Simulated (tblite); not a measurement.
Species: C11H7N3.
SMILES with atom numbers: `[N:1]#[C:2][c:3]1[cH:4][cH:5][n:6][c:7](-[c:8]2[cH:9][cH:10][cH:11][cH:12][n:13]2)[cH:14]1` (hydrogens: H15 on C4; H16 on C5; H17 on C9; H18 on C10; H19 on C11; H20 on C12; H21 on C14)

Computed geometry: GFN2-xTB, gas phase.

**Question.** What internal coordinates does the optimisation give?

**Answer.** 
| bond | length (Å) | order |
| --- | --- | --- |
| N1≡C2 | 1.145 | triple |
| C2–C3 | 1.417 | single |
| C3–C4 | 1.397 | aromatic |
| C4–C5 | 1.386 | aromatic |
| C5–N6 | 1.319 | aromatic |
| N6–C7 | 1.332 | aromatic |
| C7–C8 | 1.469 | single |
| C8–C9 | 1.395 | aromatic |
| C9–C10 | 1.383 | aromatic |
| C10–C11 | 1.387 | aromatic |
| C11–C12 | 1.388 | aromatic |
| C12–N13 | 1.318 | aromatic |
| C7–C14 | 1.395 | aromatic |
| C3–C14 | 1.391 | aromatic |
| C8–N13 | 1.332 | aromatic |
| C4–H15 | 1.079 | single |
| C5–H16 | 1.082 | single |
| C9–H17 | 1.078 | single |
| C10–H18 | 1.081 | single |
| C11–H19 | 1.079 | single |
| C12–H20 | 1.083 | single |
| C14–H21 | 1.078 | single |

Orders are formal, as drawn. A selection of angles:
| angle | degrees |
| --- | --- |
| N1–C2–C3 | 179.4 |
| C2–C3–C4 | 120.2 |
| C2–C3–C14 | 120.6 |
| C4–C3–C14 | 119.2 |
| C3–C4–C5 | 117.6 |
| C4–C5–N6 | 123.7 |
| C5–N6–C7 | 118.9 |
| N6–C7–C8 | 117.3 |
| N6–C7–C14 | 122.4 |
| C8–C7–C14 | 120.3 |
| C7–C8–C9 | 120.8 |
| C7–C8–N13 | 116.8 |
| C9–C8–N13 | 122.5 |
| C8–C9–C10 | 118.6 |
| C9–C10–C11 | 118.8 |
| C10–C11–C12 | 118.1 |
| C11–C12–N13 | 123.5 |
| C8–N13–C12 | 118.5 |
| C3–C14–C7 | 118.2 |

Torsions: N6–C7–C8–C9 0° (synperiplanar).

The C–N distances run from 1.145 Å (N1≡C2, drawn triple) to 1.332 Å (C8–N13, aromatic), a spread of 0.187 Å. The 14 heavy atoms lie in one plane (0.002 Å rms). Of the pairs four or more bonds apart, N13···H21 is among the closest relative to their van der Waals radii: 2.43 Å, 88 % of the sum of Bondi's values. The 10 C–C bonds span 1.383 Å (C9–C10, aromatic) to 1.469 Å (C7–C8, drawn single), a spread of 0.086 Å. The 6-membered ring C8–C9–C10–C11–C12–N13 has internal angles of 118.1° to 123.5° (sum 720°, against 720° for a flat polygon); it is planar, 0.00 Å rms from its mean plane, widest ring torsion 0°. The 6-membered ring C3–C4–C5–N6–C7–C14 has internal angles of 117.6° to 123.7° (sum 720°, against 720° for a flat polygon); it is planar, 0.00 Å rms from its mean plane, widest ring torsion 0°.

Point group: Cs (tolerance 0.08 Å). Its GFN2-xTB frequencies are all real (lowest 33 cm⁻¹). The numbers are those of one conformer. 3 starts were optimised and ended at 0.00, 0.00 and 5.54 kcal/mol (GFN2-xTB); the lowest of these is shown.

Hardware: Arm Neoverse V2, one thread (shared host). Cost: 0.45 s of wall time. This is the geometry optimisation.
